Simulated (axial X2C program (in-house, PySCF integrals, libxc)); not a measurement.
**PbO: from the spin-free to the two-component result**

Calculated with an axial X2C code built on PySCF integrals. Spin-free means the one-electron spin-free X2C Hamiltonian; two-component (2c) means X2C with spin–orbit coupling and atomic mean-field two-electron Coulomb and Gaunt terms, so the difference of the two also holds small scalar two-electron terms. Basis: Pb dyall-cv3z [12s14p10d7f1g], O dyall-av3z [7s6p3d2f] (cores contracted in-house); Gaussian nuclei, density fitting, unrestricted open shells. Masses: Pb 207.977 u, O 15.995 u.

Spin-free state: M_S = 0, Λ = 0 (closed shell); fragments Pb + O.

| level | Re (Å) | ωe (cm⁻¹) | De (eV) | μ (D) |
| --- | --- | --- | --- | --- |
| BP86 | 1.936 | 724.5 | 5.631 | -4.43 |

Dipoles are positive if O is the positive end.

Two-component determinant lowest at the distance of the search:

Ω = 0 (closed shell); fragments Pb + O.

```json
{"level": "BP86", "Re (Å)": "1.938", "ωe (cm⁻¹)": "712.7", "De (eV)": "4.482", "μ (D)": "-4.32"}
```

Q: From the two tables, how do the constants change at the BP86 level (2c against spin-free)?

A: At the BP86 level Re rises by 0.002 Å and ωe falls by 11.8 cm⁻¹; De is not compared, since the atomic limits differ or miss part of their spin–orbit lowering.

Occupations by symmetry block were frozen at the best pattern of an incomplete PBE0 search. The closed shell is kept restricted, so the energy runs too high when the bond is stretched far. De is counted from the lowest determinant-based energies of the atoms at the same level, without counterpoise correction. In 2c an atomic determinant is not the ground J level, so De misses part of the atomic spin–orbit lowering. This holds for BP86. Without a current term, density functionals place determinants with orbital angular momentum somewhat too high.
